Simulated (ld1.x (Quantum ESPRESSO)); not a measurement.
# Which change was made? (Hf, TM)

ld1.x (Quantum ESPRESSO) 7.5 input, shortened:

```
&input
   title='Hf', zed=72., rel=1, dft='PBE', iswitch=3,
   config='[Xe] 4f14 5d2 5f-2 6s1 6p0'
 /
 &inputp
   pseudotype=2, tm=.true., lloc=1,
   nlcc=.true., new_core_ps=.true.
 /
4
6S  1  0   1.00   0.00  3.00  3.00  0.0
5D  3  2   2.00   0.00  2.95  2.95  0.0
5F  4  3  -2.00  -0.10  3.10  3.10  0.0
6P  2  1   0.00   0.00  3.15  3.15  0.0
 &test
   configts(1)='5d2 6s1 6p0'
 /
```

Cutoffs, loose and tight: the cutoffs (Ry, on a coarse ladder) from which the occupation-weighted sum of valence levels, in a spherical-Bessel basis at the reference potential, stays within 10 and 1 mRy of its value at 400 Ry. They do not see the model core or the augmentation charge, which bear on the density cutoff. Test errors are all-electron minus pseudo excitation energies from the reference, over the configurations 5d2 6s2 6p0; 5d2 6s0 6p0; 5d1 6s0 6p0; 5d2 6s1 6p1; 5d1 6s2 6p0; 5d2 6s0 6p2; 5d2.5 6s1.5 6p0; variants that change the core or the reference have their own tests.

The base gives: outcome: generated; cutoff, loose: 18 Ry; cutoff, tight: 25 Ry; bound ghosts: none; largest test error (meV): -288.

After one change the result is: outcome: generated; cutoff, loose: 18 Ry; cutoff, tight: 25 Ry; bound ghosts: none; largest test error (meV): -101. Which change was it?
A. all radii but the core radius scaled by about 0.83 (s 2.50, p 2.62, d 2.46, f 2.58 bohr)
B. type ultrasoft; waves now 6s (bound): rcut 2.60, rcutus 3.00 bohr; 6s channel at 1.1 Ry: rcut 2.60, rcutus 3.00 bohr; 6p (bound): rcut 2.75, rcutus 3.15 bohr; 6p channel at 3.7 Ry: rcut 2.75, rcutus 3.15 bohr; 5d (bound): rcut 2.55, rcutus 2.95 bohr; 5d channel at 1.3 Ry: rcut 2.55, rcutus 2.95 bohr; 5f channel at -0.1 Ry: rcut 2.70, rcutus 3.10 bohr; 5f channel at 0.6 Ry: rcut 2.70, rcutus 3.10 bohr; local potential all-electron potential smoothed inside 2.40 bohr (lloc = -2); augmentation PSQ, inside the norm-conserving radii
C. reference 5d2 6s1 6p1

C. The others give: all radii but the core radius scaled by about 0.83 (s 2.50, p 2.62, d 2.46, f 2.58 bohr) → outcome: generated; cutoff, loose: 21 Ry; cutoff, tight: 30 Ry; bound ghosts: s; largest test error (meV): -290 | type ultrasoft; waves now 6s (bound): rcut 2.60, rcutus 3.00 bohr; 6s channel at 1.1 Ry: rcut 2.60, rcutus 3.00 bohr; 6p (bound): rcut 2.75, rcutus 3.15 bohr; 6p channel at 3.7 Ry: rcut 2.75, rcutus 3.15 bohr; 5d (bound): rcut 2.55, rcutus 2.95 bohr; 5d channel at 1.3 Ry: rcut 2.55, rcutus 2.95 bohr; 5f channel at -0.1 Ry: rcut 2.70, rcutus 3.10 bohr; 5f channel at 0.6 Ry: rcut 2.70, rcutus 3.10 bohr; local potential all-electron potential smoothed inside 2.40 bohr (lloc = -2); augmentation PSQ, inside the norm-conserving radii → outcome: failed: chargeps: negative rho.
